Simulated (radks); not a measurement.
Initial-state core-level shifts of neutral niobium when its valence configuration changes from [Kr] 4d4 5s1. Calculated with a radial shooting solver on a logarithmic mesh with Libxc functionals: scalar-relativistic Kohn-Sham, r2SCAN, spin-polarised, spherical densities, finite nucleus; open shells are filled with parallel spins first (spin-orbit coupling, left out, can overturn this in heavy ions); meta-GGA in the generalised Kohn-Sham scheme; Fermi nuclear charge, rms radius 4.324 fm. Shifts are changes of the shell-averaged eigenvalues in eV (positive: less bound); the change of the density at the nucleus, which sets a Mossbauer isomer shift, is in e/bohr^3, on a base of 8.402e+04.

| valence | 1s | 3s | 3d | 4s | density at nucleus |
|---|---|---|---|---|---|
| 4d4 5p1 | -1.271 | -1.236 | -1.231 | -1.285 | -10.815 |
| 4d4 5s0.5 5p0.5 | -0.655 | -0.639 | -0.637 | -0.662 | -5.420 |
| 4d5 | +2.270 | +2.420 | +2.433 | +2.312 | -11.707 |
| 4d3 5p2 | -5.284 | -5.402 | -5.412 | -5.230 | -9.014 |
| 4d4.5 5s0.5 | +1.199 | +1.277 | +1.283 | +1.213 | -6.152 |
| 4d3 5s2 | -3.103 | -3.240 | -3.252 | -3.056 | +10.725 |
| 4d3 5s1 5p1 | -4.064 | -4.208 | -4.221 | -4.017 | +2.727 |
| 4d3.5 5s1 5p0.5 | -1.982 | -2.050 | -2.056 | -1.977 | +1.204 |
| 4d4.5 5p0.5 | +0.559 | +0.658 | +0.667 | +0.561 | -11.371 |
